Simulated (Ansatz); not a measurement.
The same molecule with X = C, Si, Ge. Ansatz, PBE0-D4/def2-TZVP geometries, multiplicity 1.

Elements past krypton have def2 core potentials. Scalar relativity is left out up to krypton.

| X | molecule | mean X–H bond length / Å | mean X–Sb bond length / Å | LUMO energy (PBE0/def2-TZVPP) / eV | HOMO energy (PBE/def2-TZVPP) / eV | size of the dipole moment (B3LYP/def2-TZVPP) / D |
| --- | --- | --- | --- | --- | --- | --- |
| C | `[CH3][SbH2]` | 1.089 | 2.162 | -0.21 | -6.03 | 0.73 |
| Si | `[SiH3][SbH2]` | 1.486 | 2.574 | -0.47 | -6.29 | 0.28 |

(1) Give the row for X = Ge, `[GeH3][SbH2]`. (Best estimate.)

Answers

(1) The calculation gave: 
```csv
X,molecule,mean X–H bond length / Å,mean X–Sb bond length / Å,LUMO energy (PBE0/def2-TZVPP) / eV,HOMO energy (PBE/def2-TZVPP) / eV,size of the dipole moment (B3LYP/def2-TZVPP) / D
Ge,`[GeH3][SbH2]`,1.538,2.620,-0.62,-6.27,0.32
```

From C to Ge the mean X–H bond length rises at each step, by 0.449 Å in all; the mean X–Sb bond length rises at each step, by 0.458 Å in all; the LUMO energy (PBE0/def2-TZVPP) falls at each step, by 0.41 eV in all; the HOMO energy (PBE/def2-TZVPP) isn't monotonic: highest at C, lowest at Si. Bonds lengthen as the atom grows down the group. Dipoles are sizes alone, and their direction can turn along the series.

B3LYP here is the variant with VWN-RPA as its local correlation; programs differ in this.

Spin–orbit coupling is left out; it splits and shifts lone-pair levels of the heavy atoms by tenths of an eV.
